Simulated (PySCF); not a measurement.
**Pt⁻ (platinum, charge -1): HSE06 calculation**

Configuration: [Xe] 4f14 5d9 6s2, 2D determinant. Calculation: PySCF 2.14, in aug-cc-pwCVTZ-PP with ECP60MDF (8s8p7d4f3g, 122 functions); a scalar-relativistic core potential.

* Total energy: -119.4352 hartree
* One-electron energy: -213.2215 hartree
* Hartree (Coulomb) energy: 105.5585 hartree
* Exchange-correlation energy: -11.7721 hartree
* ⟨S²⟩: 0.7546
* ⟨L²⟩: 6.028
* Sum of ⟨r⟩: 31.42 bohr
* Sum of ⟨r²⟩: 73.43 bohr²
* Traceless quadrupole moment −½Σ⟨3z² − r²⟩ along its main axis: -1.12 e·bohr²
* Time after the integrals: of the order of 8 core-seconds

```csv
shell,electrons,mean orbital energy (eV),spread (eV),"rms radius, mean of both spins (bohr)"
5s α,1,-99.233,0,1.03
5s β,1,-98.458,0,1.03
5p α,3,-53.054,1.203,1.19
5p β,3,-52.062,0.107,1.19
5d α,5,-0.866,1.281,2.00
5d β,4,-0.146,0.773,2.00
6s α,1,0.225,0,3.67
6s β,1,0.358,0,3.67
```

Energies and moments cover only the electrons outside the core potential. Spin-orbit coupling, absent here, splits the open shell strongly. At HSE06 the highest occupied level has a positive energy, so only the finite basis holds that electron; in a semilocal or global hybrid functional this comes from self-interaction and does not mean that the real anion is unbound.
